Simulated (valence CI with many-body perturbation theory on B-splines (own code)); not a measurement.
## Hg47+: calculated level list

Level of theory: relativistic CI+MBPT: five valence electrons over a frozen Dirac-Fock core [Ar] 3d10, radial functions for each j: 11 s, 11 p, 10 d, 8 f, 5 g, 2 h, with the one-electron correlation potential Σ1 (screened to all orders), the two-electron term Σ2, the three-electron term Σ3, Breit, model QED; selected single and double excitations, second order for the rest, scaled by the run's own slope (own B-spline code, finite nucleus).

The last digits are not significant, and no measured levels were compared; by estimate large intervals hold to a few tenths of a per cent, small ones and those within an open d or f shell to about a per cent. Among the levels kept, up to 2000 cm⁻¹ of a level comes from second order outside the variational space, and about a tenth of that is noise between levels of different J, which matters for small intervals.

Levels 1 to 45 of 176, with energies above the lowest level, (4s^2 4p1/2^2 4p3/2) J=3/2. "Leading %" is the weight of the configuration and term that name the level; weights of strongly mixed levels are sums over their largest components and can fall short. In the jj column 3d3/2^4 stands for four electrons in 3d with j = 3/2.

```tsv
No.	Configuration	Term	J	E (eV)	Leading %	Second component	Leading jj	g
1	4s2 4p3	2P°	3/2	0.00	47	27 % 4s2 4p3 2D°	4s^2 4p1/2^2 4p3/2 (99 %)	1.353
2	4s2 4p3	4S°	3/2	138.03	55	44 % 4s2 4p3 2D°	4s^2 4p1/2 4p3/2^2 (99 %)	1.458
3	4s2 4p3	2D°	5/2	144.12	99		4s^2 4p1/2 4p3/2^2 (99 %)	1.194
4	4s2 4p3	2P°	1/2	151.83	99		4s^2 4p1/2 4p3/2^2 (99 %)	0.657
5	4s2 4p2 4d	2D	3/2	175.60	40	34 % 4s2 4p2 4d 4F	4s^2 4p1/2^2 4d3/2 (98 %)	0.784
6	4s2 4p2 4d	2D	5/2	213.05	31	20 % 4s2 4p2 4d 4D	4s^2 4p1/2^2 4d5/2 (94 %)	1.215
7	4s 4p4	4P	5/2	252.90	66	26 % 4s 4p4 2D	4s 4p1/2^2 4p3/2^2 (92 %)	1.460
8	4s 4p4	2S	1/2	269.02	59	28 % 4s 4p4 4P	4s 4p1/2^2 4p3/2^2 (93 %)	2.082
9	4s 4p4	2P	3/2	271.02	41	33 % 4s 4p4 2D	4s 4p1/2^2 4p3/2^2 (89 %)	1.175
10	4s2 4p3	2P°	3/2	290.98	51	28 % 4s2 4p3 2D°	4s^2 4p3/2^3 (98 %)	1.308
11	4s2 4p2 4d	2F	5/2	312.74	46	46 % 4s2 4p2 4d 4F	4s^2 4p1/2 4p3/2 4d3/2 (98 %)	0.960
12	4s2 4p2 4d	4F	3/2	313.37	38	27 % 4s2 4p2 4d 4D	4s^2 4p1/2 4p3/2 4d3/2 (97 %)	0.907
13	4s2 4p2 4d	4D	1/2	313.56	80	15 % 4s2 4p2 4d 2P	4s^2 4p1/2 4p3/2 4d3/2 (98 %)	0.195
14	4s2 4p2 4d	2G	7/2	318.94	50	26 % 4s2 4p2 4d 2F	4s^2 4p1/2 4p3/2 4d3/2 (97 %)	1.036
15	4s2 4p2 4d	2D	5/2	335.30	35	23 % 4s2 4p2 4d 2F	4s^2 4p1/2 4p3/2 4d3/2 (91 %)	1.184
16	4s2 4p2 4d	2D	3/2	337.01	34	26 % 4s2 4p2 4d 2P	4s^2 4p1/2 4p3/2 4d3/2 (90 %)	1.197
17	4s2 4p2 4d	2P	1/2	338.08	37	35 % 4s2 4p2 4d 4P	4s^2 4p1/2 4p3/2 4d3/2 (94 %)	1.707
18	4s2 4p2 4d	4D	7/2	343.28	48	36 % 4s2 4p2 4d 4F	4s^2 4p1/2 4p3/2 4d5/2 (99 %)	1.309
19	4s2 4p2 4d	2P	3/2	348.68	44	25 % 4s2 4p2 4d 4P	4s^2 4p1/2 4p3/2 4d5/2 (92 %)	1.380
20	4s2 4p2 4d	2G	9/2	350.15	62	38 % 4s2 4p2 4d 4F	4s^2 4p1/2 4p3/2 4d5/2 (99 %)	1.190
21	4s2 4p2 4d	2D	5/2	351.38	33	33 % 4s2 4p2 4d 2F	4s^2 4p1/2 4p3/2 4d5/2 (92 %)	1.135
22	4s2 4p2 4d	2D	5/2	364.94	38	33 % 4s2 4p2 4d 4P	4s^2 4p1/2 4p3/2 4d5/2 (92 %)	1.260
23	4s2 4p2 4d	2F	7/2	365.25	57	19 % 4s2 4p2 4d 2G	4s^2 4p1/2 4p3/2 4d5/2 (94 %)	1.121
24	4s2 4p2 4d	2D	3/2	368.02	60	19 % 4s2 4p2 4d 2P	4s^2 4p1/2 4p3/2 4d5/2 (95 %)	0.934
25	4s2 4p2 4d	2P	1/2	369.56	54	36 % 4s2 4p2 4d 2S	4s^2 4p1/2 4p3/2 4d5/2 (94 %)	1.230
26	4s 4p4	4P	3/2	398.32	70	16 % 4s 4p4 2D	4s 4p1/2 4p3/2^3 (88 %)	1.512
27	4s2 4p2 4f	2F°	5/2	407.32	35	28 % 4s2 4p2 4f 4G°	4s^2 4p1/2^2 4f5/2 (90 %)	0.850
28	4s 4p4	2D	5/2	407.40	66	24 % 4s 4p4 4P	4s 4p1/2 4p3/2^3 (89 %)	1.294
29	4s2 4p2 4f	2F°	7/2	417.84	24	14 % 4s2 4p2 4f 4F°	4s^2 4p1/2^2 4f7/2 (80 %)	1.153
30	4s 4p4	2P	1/2	418.97	56	33 % 4s 4p4 4P	4s 4p1/2 4p3/2^3 (88 %)	1.352
31	4s 4p4	2P	3/2	420.06	46	40 % 4s 4p4 2D	4s 4p1/2 4p3/2^3 (89 %)	1.090
32	4s 4p3 4d	4D°	5/2	424.91	29	21 % 4s 4p3 4d 6D°	4s 4p1/2^2 4p3/2 4d3/2 (94 %)	1.278
33	4s 4p3 4d	4D°	3/2	425.55	26	25 % 4s 4p3 4d 6D°	4s 4p1/2^2 4p3/2 4d3/2 (96 %)	1.302
34	4s 4p3 4d	4P°	1/2	425.71	45	31 % 4s 4p3 4d 6D°	4s 4p1/2^2 4p3/2 4d3/2 (96 %)	2.440
35	4s 4p3 4d	4F°	7/2	431.96	19	18 % 4s 4p3 4d 6D°	4s 4p1/2^2 4p3/2 4d3/2 (73 %)	1.271
36	4s 4p3 4d	2D°	3/2	440.09	28	15 % 4s 4p3 4d 4F°	4s 4p1/2^2 4p3/2 4d3/2 (85 %)	0.997
37	4s 4p3 4d	4D°	1/2	448.40	48	26 % 4s 4p3 4d 2P°	4s 4p1/2^2 4p3/2 4d3/2 (94 %)	0.548
38	4s 4p3 4d	2F°	5/2	450.04	31	22 % 4s 4p3 4d 4G°	4s 4p1/2^2 4p3/2 4d3/2 (87 %)	0.912
39	4s 4p3 4d	4F°	9/2	454.39	48	31 % 4s 4p3 4d 6D°	4s 4p1/2^2 4p3/2 4d5/2 (97 %)	1.357
40	4s 4p3 4d	4D°	5/2	464.47	31	20 % 4s 4p3 4d 4P°	4s 4p1/2^2 4p3/2 4d5/2 (95 %)	1.385
41	4s 4p3 4d	2D°	3/2	470.57	31	17 % 4s 4p3 4d 4D°	4s 4p1/2^2 4p3/2 4d5/2 (84 %)	1.147
42	4s 4p3 4d	2F°	7/2	471.45	34	25 % 4s 4p3 4d 4D°	4s 4p1/2^2 4p3/2 4d5/2 (86 %)	1.233
43	4s2 4p2 4d	2D	3/2	472.51	32	26 % 4s2 4p2 4d 4P	4s^2 4p3/2^2 4d3/2 (91 %)	1.186
44	4s2 4p2 4d	2D	5/2	473.39	26	24 % 4s2 4p2 4d 4D	4s^2 4p3/2^2 4d3/2 (91 %)	1.182
45	4s2 4p2 4d	4P	1/2	473.58	44	25 % 4s2 4p2 4d 2P	4s^2 4p3/2^2 4d3/2 (91 %)	1.614
```

The ionisation energy to 4s2 4p2 3P_0 of the next ion comes out as 2540.5 eV (NIST: 2539 ± 4 eV (theoretical)). All 176 levels together are meant to be complete up to 689.81 eV.
